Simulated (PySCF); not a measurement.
C$_{4}$H$_{9}$O$_{2}$ (SMILES CO[CH]C(C)O), doublet, at a GFN2-xTB geometry. Base run: PySCF with PBE0/STO-3G.

Input for PySCF:
```python
from pyscf import gto, scf, dft

mol = gto.Mole()
mol.atom = '''
    C     2.560771   -0.833823   -0.051875
    O     1.358743   -0.355855   -0.594208
    C     0.304581   -0.283187    0.272123
    C    -0.918376    0.407503   -0.205623
    C    -2.157575   -0.490249   -0.068609
    O    -1.082284    1.596949    0.564564
    H     2.452626   -1.865111    0.303523
    H     2.895492   -0.207511    0.782350
    H     3.299187   -0.801871   -0.851401
    H     0.494071   -0.371881    1.328929
    H    -0.771882    0.666322   -1.265817
    H    -3.043779    0.023694   -0.438265
    H    -2.308602   -0.747500    0.976974
    H    -2.018850   -1.402482   -0.641181
    H    -1.946344    1.976120    0.365941
'''
mol.basis = 'sto-3g'
mol.charge = 0
mol.spin = 1
mol.verbose = 4
mol.build()

mf = dft.UKS(mol)
mf.xc = 'pbe0'
mf.kernel()
```

Each row names what was changed in the base input (with any setting that the change needs).

```csv
change,ΔE vs base (µEh),SCF cycles,<S^2>
base,0.0,10,0.753
conv_tol = 1e-12,0.0,16,0.753
init_guess = sap,0.0,12,0.753
solver = newton,0.0,-,0.753
init_guess = huckel,0.0,15,0.753
conv_tol = 1e-6,0.0,8,0.753
diis_space = 2,0.0,15,0.753
init_guess = 1e,0.0,26,0.753
solver = newton; init_guess = 1e,0.0,-,0.753
conv_tol = 1e-4,0.5,6,0.753
level_shift = 0.5 (with mf.max_cycle = 100),0.0,19,0.753
diis_space = 20,0.0,10,0.753
init_guess = mod_huckel,0.0,12,0.753
```

Open shells are given as the SCF converged; they aren't shown to be the lowest states, and a large step between rows can be another state.
